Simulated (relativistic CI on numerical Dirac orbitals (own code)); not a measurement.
## Sensitivity of the levels of Tm10+ to α and to the nuclear radius

Computed by Dirac-Coulomb-Breit CI, separate exchange-only KLI orbitals for each configuration, derivatives by finite differences, unscaled Slater integrals, QED left out (own radial code, finite nucleus).

Configuration list (outside the closed core [Ar] 3d10 4p6 4d10): 4s2 4f11 5s2, 4s2 4f11 5s 5p, 4s2 4f13, 4s2 4f12 5s, 4s2 4f12 5p, 4s2 4f9 5s2 6s2, 4s2 4f11 5s 6s, 4s 4f13 5s. The list is cut by size and lacks configurations that can hold low levels.

With x = (α/α₀)² − 1 an excitation energy changes as ω = ω₀ + qx; K = 2q/ω₀ is the relative enhancement. Terms are leading LS components, so labels can repeat. The field-shift factor is F = δν/δ⟨r²⟩ for the transition from the lowest level.

Lowest level 4s2 4f11 5s2 4I°_15/2.

| Level | ω₀ (cm⁻¹) | q (cm⁻¹) | K | F (GHz/fm²) |
| --- | --- | --- | --- | --- |
| 4s2 4f11 5s2 4I°_13/2 | 7551.9 | 7140 | 1.89 | 0.416 |
| 4s2 4f11 5s2 4I°_11/2 | 12255.3 | 9309 | 1.52 | 0.583 |
| 4s2 4f11 5s2 4I°_9/2 | 15564.0 | 9790 | 1.26 | 0.66 |
| 4s2 4f11 5s2 4F°_9/2 | 22078.9 | 1098 | 0.0995 | 0.424 |
| 4s2 4f11 5s2 2H°_11/2 | 26215.8 | 5026 | 0.383 | 0.659 |
| 4s2 4f11 5s2 4S°_3/2 | 27472.2 | 2651 | 0.193 | 0.576 |
| 4s2 4f11 5s2 4F°_7/2 | 29177.0 | 6748 | 0.463 | 0.769 |
| 4s2 4f11 5s2 4F°_5/2 | 31608.6 | 7532 | 0.477 | 0.841 |
| 4s2 4f11 5s2 4F°_3/2 | 32030.5 | 6897 | 0.431 | 0.824 |
| 4s2 4f11 5s2 2H°_9/2 | 32159.4 | 10570 | 0.657 | 0.98 |
| 4s2 4f11 5s2 2K°_15/2 | 36887.9 | 4668 | 0.253 | 0.834 |
| 4s2 4f11 5s2 4G°_11/2 | 37715.3 | 5489 | 0.291 | 0.868 |
| 4s2 4f11 5s2 2G°_7/2 | 38585.6 | 8286 | 0.429 | 0.999 |
| 4s2 4f11 5s2 4G°_9/2 | 39229.2 | 8644 | 0.441 | 1.02 |
| 4s2 4f11 5s2 2K°_13/2 | 43285.5 | 9715 | 0.449 | 1.15 |
| 4s2 4f11 5s2 2P°_3/2 | 43894.8 | 9019 | 0.411 | 1.12 |
| 4s2 4f11 5s2 2P°_1/2 | 46892.8 | 6654 | 0.284 | 1.08 |
| 4s2 4f11 5s2 4G°_7/2 | 46906.8 | 12860 | 0.548 | 1.32 |
| 4s2 4f11 5s2 2G°_9/2 | 46961.5 | 17840 | 0.76 | 1.53 |
| 4s2 4f11 5s2 4G°_5/2 | 47734.8 | 11100 | 0.465 | 1.26 |
| 4s2 4f11 5s2 2D°_5/2 | 48751.3 | 10240 | 0.42 | 1.25 |
| 4s2 4f11 5s2 2D°_3/2 | 57274.5 | 16890 | 0.59 | 1.66 |
| 4s2 4f11 5s2 4D°_5/2 | 57593.7 | 1163 | 0.0404 | 1.04 |

At this charge energies of transitions that change n are usually good to better than 1 %, and those within a shell (Δn = 0) to a few per cent. Terms inside the open d or f shell come out 10 to 20 % too wide with unscaled integrals. Levels and lines within the n = 5 or 6 shells can be off by up to 10 % or somewhat more, and those that change n by about 2 %, since core polarisation is missing.
